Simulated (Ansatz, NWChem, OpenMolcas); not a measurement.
**How methods differ on KI (Potassium Iodide)**

The species is KI (2 atoms), meant as a singlet with charge 0. As SMILES, `[K][I]`. The bond length is the measured one.

```xyz
2

K     0.0000    0.0000    0.0000
I     0.0000    0.0000    3.0478
```

Each level gives the electronic atomisation energy (eV). The values are calculated. Electronic energies at fixed atoms, without zero-point motion or spin-orbit coupling.

```tsv
level	kind	program	value (eV)	less CCSD(T)/def2-TZVPPD	CPU time (all runs)
BLYP/def2-TZVPPD (core potential)	GGA	OpenMolcas	3.24	-0.13	25 s
revPBE/def2-TZVPPD (core potential)	GGA	NWChem	3.29	-0.08	63 s
TPSS/def2-TZVPPD (core potential)	meta-GGA	NWChem	3.55	+0.18	68 s
r2SCAN/def2-TZVPPD (core potential)	meta-GGA	Ansatz	3.56	+0.19	40 s
PBE0/def2-TZVPPD (core potential)	global hybrid	OpenMolcas	3.44	+0.07	25 s
MP2/def2-TZVPPD (core potential)	perturbation theory	Ansatz	3.51	+0.14	4.5 s
CCSD(T)/def2-TZVPPD (core potential)	coupled cluster or CI	NWChem	3.37	0.00	3 min
CCSD/def2-TZVPPD (core potential)	coupled cluster or CI	Ansatz	3.30	-0.07	13 s
FCI/STO-3G	exact in the basis	Ansatz	2.98	-0.39	6.8 s
```

CCSD(T)/def2-TZVPPD (core potential) is the highest level here, not the true value. All-electron rows without a relativistic Hamiltonian named are non-relativistic, while core potentials hold scalar relativity, so basis and relativity change together. The values span 2.98 to 3.56 eV. Minimal STO sets describe s-block atoms so badly that they can place the ion below the atom. High-level rows in very small sets aren't better than simpler rows in larger ones. In the correlated wave-function rows the outer d shell of I is correlated, in sets not made for it. CPU times are rough (shared hosts, several kinds of processor and program).
